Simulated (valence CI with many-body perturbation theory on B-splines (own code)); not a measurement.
# A CI+MBPT run for Pb LXXVII

Calculated by configuration interaction combined with many-body perturbation theory (CI+MBPT): four valence electrons over a frozen Dirac-Fock core [He], a basis of 5 s, 5 p, 4 d, 2 f functions for each j, with the one-electron correlation potential Σ1 (screened to all orders), the two-electron term Σ2, the three-electron term Σ3, Breit, model QED; selected single and double excitations, second order for the rest, scaled by the run's own slope (own B-spline code, finite nucleus).

Command, and the settings that its task file holds:

```sh
python run_cv.py task.json out
```

```
atom Pb  Z=82  mass_number=208  rms_radius_fm=5.5012
core [He]
valence 2s2 2p2
avg = 1
basis = S
breit = 1
cap = 20000
capref = 1200
cscale = 1
de = 0.0
dress = 0
eps = 2e-08
extrap = 1
h = 0.27
hh = 1
l2 = 3
lcore = 6
maxit = 60
n2 = 5
natural = 1
nlev = 30
nno = [2, 2, 2, 1, 0]
nroot = 26
nsp = [3, 3, 2, 1, 0]
pt2 = 1
qed = 1
rpa = 1
s1 = 1
s2 = 1
s3 = 1
screen = 1
tol = 2e-05
whole = 1
```

It took 5.9 s on 1 thread of Arm Neoverse V1, on a shared host.

Log. The first blocks belong to the next ion, which gives the ionisation energy. Fields: 2J, parity (1 odd), roots, reference size, generating configurations, candidates as configurations/state functions, variational space P, stored matrix elements, Davidson steps; e2 is the range of second-order energies in hartree. The first line gives the box (bohr), its intervals, the orbitals and the steps of their self-consistent field. Window is the range of levels sought, series limit the energy at which the first omitted orbital would enter, core excitation an estimate of the first excitation out of the core, left out the lowest levels not solved, and shifts from estimates the range by which levels moved from their first estimate, all in cm⁻¹.

```
rmax 0.8 intervals 52 orbitals 27 references ['2s2 2p2', '2s 2p3', '2p4'] scf 2 t 0.3
2J=1 par=1 roots 2 ref 40 generators 2 cand 378/534 P 333/492 nnz 0 it 0
2J=1 par=1 roots 2 ref 40 generators 2 cand 77/82 P 342/504 nnz 0 it 0
   second order: generators 2 cand 68/70 e2 -0.00000 -0.00000
reference levels 486, estimated 258, window 114422771 1/cm; series limit 161358932, core excitation 596255646
2J=0 par=0 roots 7 ref 32 generators 8 cand 363/538 P 1794/2723 nnz 6.1e+05 it 4
2J=0 par=0 roots 7 ref 32 generators 11 cand 322/484 P 1818/2756 nnz 6.2e+05 it 4
   second order: generators 14 cand 529/833 e2 -0.00000 -0.00000
2J=2 par=0 roots 7 ref 67 generators 10 cand 1450/4896 P 1335/3998 nnz 1.5e+06 it 4
2J=2 par=0 roots 7 ref 67 generators 13 cand 1129/4232 P 1766/5434 nnz 2.6e+06 it 4
   second order: generators 17 cand 975/4215 e2 -0.00001 -0.00000
2J=4 par=0 roots 8 ref 73 generators 12 cand 1836/8655 P 1271/4207 nnz 1.8e+06 it 4
2J=4 par=0 roots 8 ref 73 generators 13 cand 1581/8218 P 1870/6861 nnz 4.2e+06 it 5
   second order: generators 18 cand 982/5564 e2 -0.00001 -0.00000
2J=4 par=1 roots 8 ref 71 generators 10 cand 1801/7822 P 1167/3998 nnz 1.7e+06 it 4
2J=4 par=1 roots 8 ref 71 generators 12 cand 1663/8355 P 1751/6503 nnz 3.9e+06 it 5
   second order: generators 14 cand 1079/5850 e2 -0.00002 -0.00000
2J=2 par=1 roots 9 ref 66 generators 11 cand 1428/4899 P 1379/3999 nnz 1.5e+06 it 4
2J=2 par=1 roots 9 ref 66 generators 13 cand 1128/4287 P 1792/5472 nnz 2.7e+06 it 4
   second order: generators 17 cand 904/3830 e2 -0.00001 -0.00000
2J=6 par=1 roots 3 ref 48 generators 3 cand 886/3620 P 1172/3996 nnz 1.7e+06 it 4
2J=6 par=1 roots 3 ref 48 generators 6 cand 800/4604 P 1426/5130 nnz 2.7e+06 it 4
   second order: generators 8 cand 988/5607 e2 -0.00001 -0.00000
2J=0 par=1 roots 4 ref 25 generators 4 cand 245/309 P 1746/2697 nnz 6.1e+05 it 4
2J=0 par=1 roots 4 ref 25 generators 8 cand 422/665 P 1759/2714 nnz 6.2e+05 it 4
   second order: generators 10 cand 445/698 e2 -0.00000 -0.00000
2J=6 par=0 roots 2 ref 46 generators 4 cand 1159/5809 P 1155/3999 nnz 1.7e+06 it 4
2J=6 par=0 roots 2 ref 46 generators 5 cand 860/4660 P 1347/4864 nnz 2.4e+06 it 4
   second order: generators 8 cand 1050/5850 e2 -0.00001 -0.00001
left out: unestimated 165918342, estimated 128164635, shifts from estimates -1 to 48
operators 0.1
```

The Davidson iterations converged.

No measured spectrum was set against this ion. As an estimate, large intervals hold to a few tenths of a per cent, small ones and those within an open d or f shell to about a per cent.

```
Valence energy                            : -3560.876 hartree
Ionisation energy                         : 23464 eV (NIST: 23460 ± 110 eV (theoretical))
Reference configurations for the orbitals : 2s2 2p2, 2s 2p3, 2p4
Radial orbitals                           : 27
Box radius                                : 0.758 bohr
Largest variational space                 : 6861
Lowest levels                             : (2s^2 2p1/2^2) J=0 0.00, (2s^2 2p1/2 2p3/2) J=1 167.97, (2s^2 2p1/2 2p3/2) J=2 169.29, (2s 2p1/2^2 2p3/2) J=2 194.41, (2s 2p1/2^2 2p3/2) J=1 201.85, (2s^2 2p3/2^2) J=2 339.65, (2s^2 2p3/2^2) J=0 345.04, (2s 2p1/2 2p3/2^2) J=2 [a] 360.03, (2s 2p1/2 2p3/2^2) J=3 363.44, (2s 2p1/2 2p3/2^2) J=0 369.08, (2s 2p1/2 2p3/2^2) J=1 [a] 370.99, (2s 2p1/2 2p3/2^2) J=2 [b] 371.56, (2s 2p1/2 2p3/2^2) J=1 [b] 371.97, (2p1/2^2 2p3/2^2) J=2 399.51 Ry
```

Levels are named by their leading jj configuration (3d3/2^4 stands for four electrons in 3d with j = 3/2), which in mixed levels can hold well under half, so a name can repeat and another be missing. Letters in brackets count levels of one name in rising energy.
